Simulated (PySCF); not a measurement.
Computed shifts of a molecule C2H6O2Si, HF/pcSseg-1 (PySCF), GIAO, gas phase, atoms alike by connectivity averaged where their shifts nearly agree, in ppm (number of nuclei): ²⁹Si: -0.8 (1). ¹³C: 67.7 (2). ¹H: 5.16 (1), 4.33 (2), 4.06 (2), 2.66 (1). References: ¹⁷O against H2O (σ = 333.0 ppm); ²⁹Si against TMS (σ = 393.8 ppm); ¹³C against TMS (σ = 192.6 ppm); ¹H against TMS (σ = 31.99 ppm), references at their B3LYP-D3(BJ)/def2-TZVP geometries, non-relativistic. Geometry: PBE0-D3(BJ)/def2-SVP. One conformer was computed; it need not be the lowest.

**Question.** Pick the molecule that these values belong to.
(A) CC(=O)[SiH2]O
(B) [SiH3]C1OCO1
(C) CO[Si]OC
(D) O[SiH]1COC1

**Answer.** D, O[SiH]1COC1
